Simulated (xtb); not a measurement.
A run for xtb: GFN2-xTB on PH3 (SMILES P).

```
$ xtb mol.xyz --gfn 2 --sp --chrg 0 --uhf 0
4

P     -0.17174498     0.15678966    -0.14074234
H     -1.49194435    -0.11720154     0.29923090
H     -0.48995360    -0.05068976    -1.50775205
H      0.26103284    -1.17997218     0.05251970
```

It printed:

```
[...]
           -------------------------------------------------
          |                Calculation Setup                |
           -------------------------------------------------



           -------------------------------------------------
          |                 G F N 2 - x T B                 |
           -------------------------------------------------

        Reference                      10.1021/acs.jctc.8b01176
      * Hamiltonian:
        H0-scaling (s, p, d)           1.850000    2.230000    2.230000
        zeta-weighting                 0.500000
      * Dispersion:
        s8                             2.700000
        a1                             0.520000
        a2                             5.000000
        s9                             5.000000
      * Repulsion:
        kExp                           1.500000    1.000000
        rExp                           1.000000
      * Coulomb:
        alpha                          2.000000
        third order                    shell-resolved
        anisotropic                    true
        a3                             3.000000
        a5                             4.000000
        cn-shift                       1.200000
        cn-exp                         4.000000
        max-rad                        5.000000


          ...................................................
          :                      SETUP                      :
          :.................................................:
          :  # basis functions                  13          :
          :  # atomic orbitals                  12          :
          :  # shells                            6          :
          :  # electrons                         8          :
          :  max. iterations                   250          :
          :  Hamiltonian                  GFN2-xTB          :
          :  restarted?                      false          :
          :  GBSA solvation                  false          :
          :  PC potential                    false          :
          :  electronic temp.          300.0000000     K    :
          :  accuracy                    1.0000000          :
          :  -> integral cutoff          0.2500000E+02      :
          :  -> integral neglect         0.1000000E-07      :
          :  -> SCF convergence          0.1000000E-05 Eh   :
          :  -> wf. convergence          0.1000000E-03 e    :
          :  Broyden damping             0.4000000          :
          :  net charge                          0          :
          :  unpaired electrons                  0          :
          ...................................................

 iter      E             dE          RMSdq      gap      omega  full diag
   1     -4.0500453 -0.405005E+01  0.402E+00    5.79       0.0  T
   2     -4.0504446 -0.399307E-03  0.247E+00    5.77       1.0  T
   3     -4.0504940 -0.494289E-04  0.267E-01    5.78       1.0  T
   4     -4.0505115 -0.174787E-04  0.717E-02    5.78       1.0  T
   5     -4.0505118 -0.354288E-06  0.163E-02    5.79       3.1  T
   6     -4.0505119 -0.417011E-07  0.550E-03    5.79       9.1  T
   7     -4.0505119 -0.965637E-08  0.176E-03    5.79      28.4  T
   8     -4.0505119 -0.114230E-08  0.401E-04    5.79     124.7  T
   9     -4.0505119 -0.623812E-10  0.345E-05    5.79    1450.5  T

   *** convergence criteria satisfied after 9 iterations ***

         #    Occupation            Energy/Eh            Energy/eV
      -------------------------------------------------------------
         1        2.0000           -0.6569332             -17.8761
         2        2.0000           -0.4660702             -12.6824
         3        2.0000           -0.4659294             -12.6786
         4        2.0000           -0.4162044             -11.3255 (HOMO)
         5                         -0.2035701              -5.5394 (LUMO)
         6                         -0.2034470              -5.5361
         7                         -0.0342024              -0.9307
         8                         -0.0335536              -0.9130
         9                         -0.0335422              -0.9127
       ...                                ...                  ...
        12                          0.8561596              23.2973
      -------------------------------------------------------------
                  HL-Gap            0.2126343 Eh            5.7861 eV
             Fermi-level           -0.3098872 Eh           -8.4325 eV

 SCC (total)                   0 d,  0 h,  0 min,  0.001 sec
 SCC setup                      ...        0 min,  0.000 sec (  5.278%)
 Dispersion                     ...        0 min,  0.000 sec (  1.640%)
 classical contributions        ...        0 min,  0.000 sec (  1.341%)
 integral evaluation            ...        0 min,  0.000 sec ( 14.593%)
 iterations                     ...        0 min,  0.001 sec ( 57.755%)
 molecular gradient             ...        0 min,  0.000 sec ( 12.946%)
 printout                       ...        0 min,  0.000 sec (  5.909%)

         :::::::::::::::::::::::::::::::::::::::::::::::::::::
         ::                     SUMMARY                     ::
         :::::::::::::::::::::::::::::::::::::::::::::::::::::
         :: total energy              -4.027737163928 Eh    ::
         :: gradient norm              0.022117294428 Eh/a0 ::
         :: HOMO-LUMO gap              5.786073363908 eV    ::
         ::.................................................::
         :: SCC energy                -4.050511866783 Eh    ::
         :: -> isotropic ES            0.000179012727 Eh    ::
         :: -> anisotropic ES          0.000542368079 Eh    ::
         :: -> anisotropic XC          0.002341903404 Eh    ::
         :: -> dispersion             -0.000786570858 Eh    ::
         :: repulsion energy           0.022774702855 Eh    ::
         :: add. restraining           0.000000000000 Eh    ::
         :: total charge               0.000000000000 e     ::
         :::::::::::::::::::::::::::::::::::::::::::::::::::::

           -------------------------------------------------
          |                Property Printout                |
           -------------------------------------------------

    * Orbital Energies and Occupations

         #    Occupation            Energy/Eh            Energy/eV
      -------------------------------------------------------------
         1        2.0000           -0.6569332             -17.8761
         2        2.0000           -0.4660702             -12.6824
         3        2.0000           -0.4659294             -12.6786
         4        2.0000           -0.4162044             -11.3255 (HOMO)
         5                         -0.2035701              -5.5394 (LUMO)
         6                         -0.2034470              -5.5361
         7                         -0.0342024              -0.9307
         8                         -0.0335536              -0.9130
         9                         -0.0335422              -0.9127
        10                          0.1751642               4.7665
        11                          0.8556629              23.2838
        12                          0.8561596              23.2973
      -------------------------------------------------------------
                  HL-Gap            0.2126343 Eh            5.7861 eV
             Fermi-level           -0.3098872 Eh           -8.4325 eV

     #   Z          covCN         q      C6AA      α(0)
     1  15 P        2.927    -0.111   165.321    23.101
     2   1 H        0.976     0.037     2.481     2.462
     3   1 H        0.976     0.037     2.483     2.462
     4   1 H        0.976     0.037     2.481     2.462

 Mol. C6AA /au·bohr⁶  :        308.262660
Note: The following floating-point exceptions are signalling: IEEE_DENORMAL
normal termination of xtb
 Mol. C8AA /au·bohr⁸  :      12549.840458
 Mol. α(0) /au        :         30.486735


Wiberg/Mayer (AO) data.
largest (>0.10) Wiberg bond orders for each atom

 ---------------------------------------------------------------------------
     #   Z sym  total        # sym  WBO       # sym  WBO       # sym  WBO
 ---------------------------------------------------------------------------
     1  15 P    2.962 --     2 H    0.987     4 H    0.987     3 H    0.987
     2   1 H    0.999 --     1 P    0.987
     3   1 H    0.999 --     1 P    0.987
     4   1 H    0.999 --     1 P    0.987
 ---------------------------------------------------------------------------

Topologies differ in total number of bonds
Writing topology from bond orders to xtbtopo.mol

molecular dipole:
                 x           y           z       tot (Debye)
 q only:       -0.084      -0.127      -0.051
   full:       -0.248      -0.373      -0.151       1.202
molecular quadrupole (traceless):
                xx          xy          yy          xz          yz          zz
 q only:        0.083      -0.005      -0.137       0.046       0.009       0.054
  q+dip:        0.231       0.059      -0.352       0.165       0.070       0.121
   full:        0.295      -0.387      -0.665      -0.014      -0.200       0.369


           -------------------------------------------------
          | TOTAL ENERGY               -4.027737163928 Eh   |
          | GRADIENT NORM               0.022117294428 Eh/α |
          | HOMO-LUMO GAP               5.786073363908 eV   |
           -------------------------------------------------

------------------------------------------------------------------------
------------------------------------------------------------------------
 total:
 SCF:
```

The run finished.

Cost: roughly 0.03 core-seconds.
